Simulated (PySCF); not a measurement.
F₂H₂O₂Ti, SMILES [OH][Ti]([OH])([F])[F], multiplicity 1. Coordinates come from a PBE-D3(BJ)/def2-SVP optimisation. The spin state was assumed, not searched. The structure was generated by enumeration; whether it is a known compound was not checked. The values are those of a single conformer.

### Question
Give the equilibrium geometry at PBE-D3(BJ)/def2-SVP (PySCF confirms it by a frequency run) as bond lengths and angles. (Estimate from the structure and the level; the computed values follow.)

### Answer
This is not unique; one that fits is 
Atoms: Ti1 F2 F3 O4 H5 O6 H7. Bond lengths (Å): Ti1–F2 1.760, Ti1–F3 1.764, Ti1–O4 1.789, Ti1–O6 1.782, O4–H5 0.973, O6–H7 0.972. Angles (°): F2–Ti1–F3 109.6, F2–Ti1–O4 109.1, F2–Ti1–O6 110.0, F3–Ti1–O4 109.2, F3–Ti1–O6 109.0, O4–Ti1–O6 109.9, Ti1–O4–H5 130.3, Ti1–O6–H7 135.3.
